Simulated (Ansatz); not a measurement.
C2HF4, SMILES F[CH]C(F)(F)F, multiplicity 2.

Geometry: B3LYP-D3(BJ)/def2-SVP. The isomer is the one that the SMILES or the coordinates give; other isomers of the formula were not compared.

Two levels are set side by side: PBE/def2-SVPD (Ansatz, a first-principles code) and CAM-B3LYP/def2-SVPD (Ansatz). Energy differences of separate SCF runs at the same geometry; the states with an electron removed or added have multiplicity 1 and 1. Differences are taken from unrounded values.

```json
[
 {"quantity": "vertical ionisation energy (eV)", "CAM-B3LYP": "10.67", "PBE": "10.17", "PBE minus CAM-B3LYP": "-0.50"},
 {"quantity": "vertical electron affinity (eV)", "CAM-B3LYP": "0.63", "PBE": "0.50", "PBE minus CAM-B3LYP": "-0.13"}
]
```
